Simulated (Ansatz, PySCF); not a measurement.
Spin gap between two states, R1 and P1; the higher of the two is an excited state, each structure at its B3LYP-D3(BJ)/def2-TZVP stationary point, reached from a drawn start (curvature not checked).
R1, F2Si (SMILES F[Si]F) (charge 0, multiplicity 1):
```xyz
3

Si     0.00000     0.00000    -0.68408
F      1.23938     0.00000     0.34199
F     -1.23938     0.00000     0.34199
```
P1, F2Si (SMILES F[Si]F) (charge 0, multiplicity 3):
```tsv
atom	x (Å)	y (Å)	z (Å)
Si	0.0000	0.0000	-0.5838
F	1.3459	0.0000	0.2919
F	-1.3459	0.0000	0.2919
```

P less R. No zero-point or thermal terms; singlets are restricted closed shells; open shells are unrestricted.

Run with Ansatz (a program for electronic structure); PySCF for the D3/D4 terms. Each number belongs to the level named beside it.

Task: One of these levels gives 80.95 kcal/mol for the spin gap. Name it.
(A) wB97M-V/def2-TZVPP
(B) HF/cc-pV(D+d)Z
(C) PBE-D3(BJ)/def2-TZVPP

Result: A, wB97M-V/def2-TZVPP. The others give 53.84 (HF/cc-pV(D+d)Z), 69.59 (PBE-D3(BJ)/def2-TZVPP)
